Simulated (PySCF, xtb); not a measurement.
C2H4NO, SMILES C[N]C=O, multiplicity 2. One conformer was computed; it need not be the lowest.

Harmonic wavenumbers (cm⁻¹) from GFN2-xTB (xtb 6.7.1) at its own minimum, in rising order: 113, 134, 373, 577, 847, 981, 1006, 1064, 1234, 1262, 1353, 1413, 1427, 1664, 2563, 2859, 2899, 2993.

Problem. What does PBE0-D3(BJ)/def2-SVP (PySCF) give at its own minimum? (The exact figures need the calculation; the answer reports its results.)

Solution. 83, 203, 343, 662, 942, 1008, 1016, 1116, 1289, 1368, 1399, 1418, 1463, 1682, 3006, 3027, 3093, 3138. Paired by order, the mean absolute difference is 90 cm⁻¹ and the zero-point energies are 35.4 and 37.5 kcal/mol.
